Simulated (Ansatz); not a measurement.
Harmonic frequencies (cm⁻¹) at PBE0-D4/def2-TZVP from Ansatz: 172, 542, 680, 984, 1059, 1080, 1240, 1317, 1417, 1467, 2570, 2643, 2987, 3093, 3146.

Question: Which molecule is it?
A. `COBF`
B. `BC`
C. `NB(Cl)Br`
D. `NBO`

Answer: B.
